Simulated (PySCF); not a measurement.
Relative stability

The two ends of one reaction step of SnH$_{5}$F, closed shell (PBE0-D4/def2-TZVP).

A:

```
7
angstrom
Sn -0.9861 0.0430 -0.2330
F 0.3234 1.3587 0.2886
H -0.2640 -0.8037 -1.5189
H -1.2259 -0.8972 1.1634
H -2.3448 0.9582 -0.6900
H 2.3295 -0.1919 0.5720
H 2.6559 -0.8628 0.5223
```

B:

Sn1  (-0.458, -0.762, -0.375)
F2  (0.983, 2.291, 1.130)
H3  (-0.186, -2.150, -1.318)
H4  (-1.192, -1.168, 1.103)
H5  (-1.381, 0.381, -1.228)
H6  (1.153, 1.479, 0.715)
H7  (1.083, -0.075, -0.039)
(Å)

Program: PySCF 2.14 with density fitting (its default auxiliary sets; JK sets also for MP2 and CCSD(T)). Basis: def2-TZVPP. Cores are frozen in the correlated methods. Filled d shells of the heavier atoms are correlated. Core potentials replace the inner electrons of the atoms past krypton. The def2 sets are not built for correlating such inner shells, so the correlated values are less sure here. B3LYP uses VWN-RPA correlation.

Problem. Which structure is lower at CCSD(T), and by how much? (To be estimated.)

Solution. The calculation gives: A, by 20.6 kJ/mol (electronic energy, against the other). By their contacts, A is a complex of SnH₃F ([F][SnH3]) + H₂ and B is a complex of SnH₄ + HF.

All methods give the same order:

```csv
method,E(B) − E(A) (kJ/mol)
SPW92,7.1
PBE-D4,26.6
r2SCAN-D4,34.5
PBE0-D4,20.4
B3LYP-D4,31.8
BHLYP-D4,28.8
wB97M-V,29.1
HF,30.9
MP2,23.9
CCSD,19.2
CCSD(T),20.6
```

No T1 diagnostic of these runs exceeds 0.014.

Labels in which every atom is bracketed show which atoms are joined, not bond orders.

For scale, one of the runs: CCSD(T)/def2-TZVPP, 151 basis functions, launched by `OMP_NUM_THREADS=4 python run.py`. Time: 82 s of wall clock on 4 CPU threads of an INTEL XEON PLATINUM 8581C; the host was shared. Peak host memory: 1.3 GiB.
